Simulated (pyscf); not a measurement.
O=AlH → HO–Al [singlet] (hydrogen shift; singlet surface; Al–H broken, H–O formed). Structures and frequencies: ωB97X-D3(BJ)/def2-SVP in PySCF. Correlated levels are frozen-core, on RHF or UHF. ΔMP2 is the change of the MP2 total energy from the triple- to the quadruple-zeta basis. Energies in kJ/mol from the reactant's lowest minimum found.

```csv
level,barrier,reaction energy
PBE/def2-TZVP,150.0,-155.8
PBE0-D3(BJ)/def2-TZVP,173.3,-179.1
M06-2X/def2-TZVP,184.9,-197.4
ωB97M-D3(BJ)/def2-TZVP,182.2,-183.7
HF/def2-TZVP,244.4,-218.2
CCSD(T)/def2-TZVPP,(withheld),-171.2
CCSD(T)/def2-TZVPP + ΔMP2(QZVPP),(withheld),(withheld)
```

Q: What belongs in the gaps?

A: 
- CCSD(T)/def2-TZVPP, barrier: 164.1
- CCSD(T)/def2-TZVPP + ΔMP2(QZVPP), barrier: 164.5
- CCSD(T)/def2-TZVPP + ΔMP2(QZVPP), reaction energy: -170.3

One closed-shell reference is unstable to symmetry breaking; treat the single-reference values with care. The CCSD(T) − MP2 part came from Ansatz, without density fitting, on the same reference. The largest closed-shell T1 diagnostic is 0.035, which may signal static correlation.
